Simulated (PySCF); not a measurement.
Excitation energy of S⁺ by level of theory

S⁺ [Ne] 3s2 3p3 (4S) → S⁺ [Ne] 3s2 3p2 4s1 (4P), as a difference of total energies. All numbers are calculated (PySCF 2.14, the spin-free X2C one-electron Hamiltonian (Gaussian nucleus), in x2c-QZVPPall with one added diffuse shell each of s, p, d, f type (10s7p5d3f1g, 86 functions)). Correlated levels: valence and next inner shell: 1s2 frozen. The calculations carry no spin-orbit coupling.

```
                                method  excitation energy (cm⁻¹)
                                   UHF                    107810
    MP2 (valence and next inner shell)                    110320
SCS-MP2 (valence and next inner shell)                    109610
   CCSD (valence and next inner shell)                    109630
CCSD(T) (valence and next inner shell)                    109690
```

Errors of the correlated levels include the incompleteness of this basis and the frozen core.

For comparison: 110000 cm⁻¹ (measured; NIST levels, between the centres of gravity of the two terms).
